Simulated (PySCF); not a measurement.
Work out the structure from these simulated measurements.

Formula: C3H10Si.

* Dipole: 0.54 D [CAM-B3LYP/def2-SVPD]
* Triplet: lowest triplet excitation (Tamm–Dancoff): 8.00 eV [TDA CAM-B3LYP/def2-SVPD]
* UV, first state: lowest singlet excitation: 8.23 eV (151 nm, f = 0.176 summed over 2 states within 0.01 eV) [TDDFT CAM-B3LYP/def2-SVPD]
* 13C NMR: chemical shifts (computed TMS as zero) by class: -2.0 (3 C) ppm [GIAO B3LYP/pcSseg-1]
* Rotational structure: rotational constants A, B, C: 5.280, 5.272, 3.122 GHz [PBE0-D3(BJ)/def2-SVP]
* 1H NMR: chemical shifts (computed TMS as zero) by class: 4.17 (1 H), 0.09 (9 H) ppm [GIAO B3LYP/pcSseg-1]
* XPS: Si2p3/2 106.0, C1s 290.0 (×3), Si1s 1845.8 eV [ΔSCF SCAN, pcX-2 on the ionised atom, pcseg-1 elsewhere, spin-free X2C, 2p3/2 from a spin–orbit splitting computed afterwards within the 2p shell]
* Valence photoelectron: vertical ionisation energy: 10.77 eV [ΔSCF CAM-B3LYP/def2-SVPD]

Gas-phase values; electronic properties from PySCF, density fitting. Levels stand in brackets. Geometry: PBE0-D3(BJ)/def2-SVP; no solvent, vibrations or thermal averaging. NMR classes are plain means over equivalent atoms (diastereotopic ones count apart unless rotation or inversion swaps them), as if these changed places fast.

**Question.** Give a SMILES that accounts for the data.

**Answer.** 3 carbons fall into 1 class: carbon bonded to Si and 3 H (-2.0 ppm, 3 C). Hydrogen classes from least to most shielded: 1 H on a silicon bonded to 3 C and H (4.17 ppm), 9 H on 3 like atoms (carbon bonded to Si and 3 H) (0.09 ppm). The core levels belong to: Si2p3/2 106.0 eV, silicon bonded to 3 C and H; C1s 290.0 eV, carbon bonded to Si and 3 H; Si1s 1845.8 eV, silicon bonded to 3 C and H. By its constants the optimised geometry is a nearly oblate symmetric top. Structure: SiHMe3 (`[H][Si](C)(C)C`). Computed isomers that give other values at the same levels: `CC(C)[SiH3]` (core binding energies: Si2p3/2 106.4, C1s 290.2, C1s 290.6 (×2), Si1s 1846.2 eV); `[H][Si]([H])([H])C(C)C` (13C chemical shifts (computed TMS as zero) by class: 21.7 (2 C), 13.8 (1 C) ppm). The assignments are read from this structure; whether some other isomer fits the data as well wasn't checked.
